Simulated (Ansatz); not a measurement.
The cluster Ca₄O₄ (the lowest singlet isomer of a short search). The state is a singlet with charge 0. Geometry PBE-D4/def2-SVP, basis def2-TZVP, Ansatz.

```xyz
8

Ca   -0.861   -2.583   -0.346
Ca    1.422   -0.771    2.228
Ca    0.897    2.574    0.320
Ca   -1.461    0.781   -2.199
O    -0.375    2.253   -1.263
O     0.377   -2.253    1.261
O     1.559    1.212    1.709
O    -1.556   -1.213   -1.711
```

```json
{"run": "A", "HOMO (eV)": "-3.48", "LUMO (eV)": "-0.85"}
{"run": "B", "HOMO (eV)": "-3.39", "LUMO (eV)": "-1.39"}
{"run": "C", "HOMO (eV)": "-4.84", "LUMO (eV)": "-0.46"}
{"run": "D", "HOMO (eV)": "-3.62", "LUMO (eV)": "-1.34"}
{"run": "E", "HOMO (eV)": "-4.32", "LUMO (eV)": "-1.09"}
{"run": "F", "HOMO (eV)": "-6.09", "LUMO (eV)": "-0.39"}
```

HSE06 is defined as in plane-wave codes, on full-range PBE exchange. The structure comes from a short search, and lower isomers may exist.

Question: The runs used B97M-V, BHLYP, HSE06, PBE, r2SCAN, r2SCAN0. Estimate which is which.

Answer: A r2SCAN (0 % exact exchange); B PBE (0 % exact exchange); C r2SCAN0 (25 % exact exchange); D B97M-V (0 % exact exchange); E HSE06 (range-separated); F BHLYP (50 % exact exchange). Exact exchange lowers occupied and raises empty levels; among semilocal functionals meta-GGAs tend to open the gap a little, and such runs are hard to tell apart. The gap grows from 2.00 eV (PBE) to 5.70 eV (BHLYP).
